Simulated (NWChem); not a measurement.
trans-dichloroethylene (C2H2Cl2); SMILES Cl/C=C/Cl

```xyz
6

Cl     0.0437    -2.1475     0.0000
C     -0.4429    -0.4978     0.0000
C      0.4429     0.4978     0.0000
Cl    -0.0437     2.1475     0.0000
H     -1.5227    -0.3340     0.0000
H      1.5227     0.3340     0.0000
```
Atoms are numbered in this order, from 1.

Level: PBE0/def2-SVP (NWChem), optimised geometry, unscaled harmonic frequencies. 

Task: List the harmonic frequencies with IR intensities, and the thermochemistry.

Result: 
| frequency (cm⁻¹) | IR intensity (km/mol) |
|---|---|
| 220 | 0.2 |
| 238 | 3.5 |
| 361 | 0.0 |
| 799 | 0.0 |
| 861 | 126.7 |
| 878 | 0.0 |
| 928 | 65.0 |
| 1201 | 13.0 |
| 1276 | 0.0 |
| 1686 | 0.0 |
| 3239 | 13.8 |
| 3245 | 0.0 |

- zero-point energy: 21.3 kcal/mol
- thermal correction to the enthalpy at 298.15 K (with zero-point energy): 24.7 kcal/mol
- heat capacity Cv: 13.7 cal/(mol K)
- entropy at 298.15 K and 1 atm (symmetry number 2): 69.2 cal/(mol K)
- dipole moment: 0.00 D

Rigid rotor and harmonic oscillator.
